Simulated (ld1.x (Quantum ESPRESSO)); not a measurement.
What one change does to a pseudopotential (oxygen (O), TM semilocal)

* Element: oxygen
* Generator: ld1.x (Quantum ESPRESSO) 7.5
* Type: norm-conserving Troullier–Martins (semilocal form)
* Functional: revPBE
* Relativity: non-relativistic
* Frozen core: [He]
* Valence charge: 6
* Reference configuration: 2s2 2p4
* Partial waves: 2s (bound): rc 0.70 bohr; 2p (bound): rc 1.05 bohr
* Local potential: the p channel
* Core correction: Bessel-smoothed model core, default radius (core density twice the valence density)

All-electron outer shells of the reference configuration (revPBE, non-relativistic, ld1.x):

| shell | level (eV) | outermost node (bohr) | outermost maximum (bohr) |
| --- | --- | --- | --- |
| 2s | -23.95 | 0.28 | 0.87 |
| 2p | -8.98 | – | 0.83 |

Change: all radii but the core radius scaled by about 1.36 (s 0.96, p 1.42 bohr).

Cutoffs: the cutoffs (Ry, on a coarse ladder) from which the occupation-weighted sum of valence levels, in a spherical-Bessel basis at the reference potential, stays within 10 and 1 mRy of its value at 400 Ry; they do not see the model core or the augmentation charge, which bear on the density cutoff. Errors are all-electron minus pseudo energies relative to the spin-unpolarised reference configuration.

Problem. What does the change do?

Solution. The potential gets softer (120 Ry and 200 Ry → 70 Ry and 160 Ry); of the 7 tests that both files solve, the error grows in 7 and shrinks in 0 by more than 15 % and 0.3 meV (median size 6.5 → 43.6 meV); neither file shows a bound ghost. A larger radius leaves more room for a smooth pseudo-wave, so fewer plane waves are needed. More of the atom is replaced by a form fitted at one configuration, so other configurations suffer. A semilocal file is local in each channel, so a ghost entry of none says nothing of the separable form that plane-wave codes build from it.

| quantity | base | changed |
| --- | --- | --- |
| cutoff, loose | 120 Ry | 70 Ry |
| cutoff, tight | 200 Ry | 160 Ry |
| loose cutoff by channel (10 mRy a level) | s 70 Ry, p 80 Ry | s 55 Ry, p 55 Ry |
| bound ghosts | none | none |
| error for 2s2 2p3, meV [ΔE 16.38 eV] | +0.2 | +2.0 |
| error for 2s2 2p2, meV [ΔE 49.91 eV] | +21 | +93 |
| error for 2s2 2p1, meV [ΔE 103.70 eV] | +143 | +550 |
| error for 2s2 2p0, meV [ΔE 180.47 eV] | +553 | +1886 |
| error for 2s1 2p5, meV [ΔE 14.99 eV] | +6.5 | +7.6 |
| error for 2s2 2p4.3, meV [ΔE -2.11 eV] | -0.1 | -0.6 |
| error for 2s1 2p4, meV [ΔE 31.65 eV] | -2.5 | -44 |
